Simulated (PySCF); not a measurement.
Ligands exchanged one at a time, In H-OH. Isolated molecules, 0 K electronic values unless said otherwise. One relaxed conformer stands for each flexible species; it need not be the lowest. Strings in code marks are SMILES.

The HOMO–LUMO gap from two functionals at the same geometries (B3LYP-D3(BJ)/def2-TZVP), both in PySCF: PBE-D3(BJ)/def2-TZVP and M06-2X/def2-TZVP. 

```
species                                                                               PBE-D3(BJ)/def2-TZVP (eV)  M06-2X/def2-TZVP (eV)
------------------------------------------------------------------------------------  -------------------------  ---------------------
0 of 3 H replaced by OH (`[InH3]`)                                                                         4.34                   7.80
1 of 3 H replaced by OH (`[OH][InH2]`)                                                                     4.46                   8.46
2 of 3 H replaced by OH (`[OH][InH][OH]` (H–O–In–O torsion 0°, O–In–O–H torsion 0°))                       4.58                   9.39
3 of 3 H replaced by OH (`[In]([OH])([OH])[OH]`)                                                           4.04                   9.25
```

Over these rows, drawn at random from the members with no instability flagged (it was tested for open shells, ions and some series alone), PBE minus M06-2X: mean -4.37 eV, from -5.21 eV to -3.45 eV.
